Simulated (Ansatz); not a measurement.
PO+, closed-shell singlet (lowest of 2S+1 = 1, 3, 5 at CCSD(T)/def2-TZVPP on PBE0 minima; our sources give no spin for the ground state, which may be another), most abundant isotopes (15.9949 and 30.9738 u). Constants from fifth-degree fits in 1/R to seven points on the lowest solution found; no spin–orbit coupling, no relativity up to Kr; ω_e x_e and α_e move by some per cent with the fit.

Frozen-core correlation. CBS: X⁻³ extrapolation of the correlation energy, Hartree–Fock from the larger set.

Run with Ansatz (an electronic-structure program). 

```tsv
level	r_e (Å)	ω_e (cm⁻¹)	ω_e x_e (cm⁻¹)	α_e (cm⁻¹)
PBE/def2-TZVPP	1.4419	1381.6	6.09	0.00496
CCSD(T)/CBS(aug-cc-pV(Q+d)Z, aug-cc-pV(5+d)Z)	1.4280	1415.8	6.98	0.00532
```

Q: Derive the rotational constants, the centrifugal constant, the fundamental, the zero-point energy and the force constant.

A: 
μ = 10.54794 u.
- PBE/def2-TZVPP: B_e = 16.8576/(μ r_e²) = 0.76868 cm⁻¹; B₀ = B_e − α_e/2 = 0.76620 cm⁻¹; D = 4B_e³/ω_e² = 9.52e-07 cm⁻¹; fundamental ω_e − 2ω_e x_e = 1369 cm⁻¹; zero-point energy ω_e/2 − ω_e x_e/4 = 689 cm⁻¹; k = μ(2πcω_e)² = 1190 N/m; the line J = 1 ← 0 at 2B₀ = 45.94 GHz
- CCSD(T)/CBS(aug-cc-pV(Q+d)Z, aug-cc-pV(5+d)Z): B_e = 16.8576/(μ r_e²) = 0.78373 cm⁻¹; B₀ = B_e − α_e/2 = 0.78107 cm⁻¹; D = 4B_e³/ω_e² = 9.61e-07 cm⁻¹; fundamental ω_e − 2ω_e x_e = 1402 cm⁻¹; zero-point energy ω_e/2 − ω_e x_e/4 = 706 cm⁻¹; k = μ(2πcω_e)² = 1250 N/m; the line J = 1 ← 0 at 2B₀ = 46.83 GHz
